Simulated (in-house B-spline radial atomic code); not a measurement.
Successive ionisation energies of rhodium; each step leads to the configuration of the next row (after the last: [Kr] 4d4). Dirac energy differences include first-order Breit, QED and recoil terms. NIST's values go from ground level to ground level; the uncertainty of those that are theory runs from under 0.1 % in few-electron ions to several per cent in heavy many-electron ones. Computed with an all-electron radial atomic-structure program (B-spline basis): Dirac-Hartree-Fock, average of the configuration, finite nuclei.

| ion | configuration | ionisation energy (eV) | tabulated value (eV) | tabulated kind | computed minus tabulated (eV) | highest orbital | largest mean radius (bohr) |
| --- | --- | --- | --- | --- | --- | --- | --- |
| Rh | [Kr] 4d8 5s1 | 6.07 | 7.4589 | measured | -1.38 | 5s1/2 | 3.6068 |
| Rh+ | [Kr] 4d8 | ? | ? | semi-empirical | ? | ? | ? |
| Rh2+ | [Kr] 4d7 | 30.70 | 31.06 | semi-empirical | -0.36 | 4d5/2 | 1.439 |
| Rh3+ | [Kr] 4d6 | ? | ? | tabulated theory | ? | ? | ? |
| Rh4+ | [Kr] 4d5 | 61.12 | 63 | tabulated theory | -1.88 | 4d5/2 | 1.3096 |

**Question.** Fill in the row of Rh+.

**Answer.** ionisation energy (eV): 17.41; tabulated value (eV): 18.08; computed minus tabulated (eV): -0.67; highest orbital: 4d5/2; largest mean radius (bohr): 1.5316.

**Question.** Fill in the row of Rh3+.

**Answer.** ionisation energy (eV): 45.34; tabulated value (eV): 42; computed minus tabulated (eV): 3.34; highest orbital: 4d5/2; largest mean radius (bohr): 1.3678.

**Question.** Where is the largest jump?

**Answer.** From Rh to Rh+, by a factor of 2.87 (6.0745 to 17.407 eV); the highest orbital goes from 5s1/2 to 4d5/2.

Where a p, d or f electron is removed, the computed value is a mean over both j, so it misses the tabulated one by a part of the spin-orbit splitting; averaging over terms and missing correlation add to the gap, relatively most at low charge.
